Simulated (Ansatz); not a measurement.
Frontier orbitals of H4O2SiZn, SMILES `[OH][Zn][O][SiH3]`.

Total charge 0; spin multiplicity 1. For Zn the d shell is correlated and the shells below it are frozen. Scalar relativity is left out up to krypton. Geometry: relaxed with PBE0-D4/def2-TZVP. It is one conformer, not always the lowest. Basis def2-TZVPP, Ansatz.

```
functional  HOMO (eV)  LUMO (eV)  gap (eV)
       PBE      -6.80      -2.23      4.57
      BLYP      -6.72      -2.22      4.50
      PBE0      -8.30      -1.32      6.98
   r2SCAN0      -8.54      -1.12      7.42
     BHLYP      -9.72      -0.58      9.14
   ωB97M-V     -10.65       0.31     10.96
```

From PBE to PBE0 the HOMO moves by −1.50 eV and the LUMO by +0.92 eV, and with ωB97M-V by −3.85 and +2.54 eV, so the gap grows from 4.57 to 10.96 eV with exact exchange. A positive LUMO is unbound and depends on the basis.
